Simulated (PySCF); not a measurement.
CrHO, SMILES [OH][Cr] (connectivity only; charge and spin as stated), neutral, multiplicity 6. Atoms are numbered in the order given.

```xyz
3

Cr    -0.0082    -0.5112     0.0000
O      0.1150     1.3084     0.0000
H     -0.7239     1.8023     0.0000
```
Charge 0, spin multiplicity 6.

Coordinates come from a PBE-D3(BJ)/def2-TZVP optimisation. The spin state was assumed, not searched.

Method: PBE/def2-TZVPD (PySCF).

The molecule is in vacuum.

**Question.** Estimate the frontier levels, dipole moment and polarisability. (Estimate from the structure and the level; the computed values follow.)

**Answer.** 
```
Property                                                                                                         Value
---------------------------------------------------------------------------------------------  -----------------------
α spin, highest occupied and lowest empty level                                                     -4.21 and -2.97 eV
β spin, highest occupied and lowest empty level                                                     -6.70 and -2.20 eV
dipole moment                                                                                                   2.48 D
quadrupole, principal values (traceless, Buckingham form, about the centre of nuclear charge)   -3.57, -2.11, 5.68 D·Å
mean static polarisability                                                                        58.4 bohr³ (8.65 Å³)
polarisability, principal values                                                                55.3, 55.8, 64.0 bohr³
⟨S²⟩                                                                                           8.771 (pure state 8.75)
```
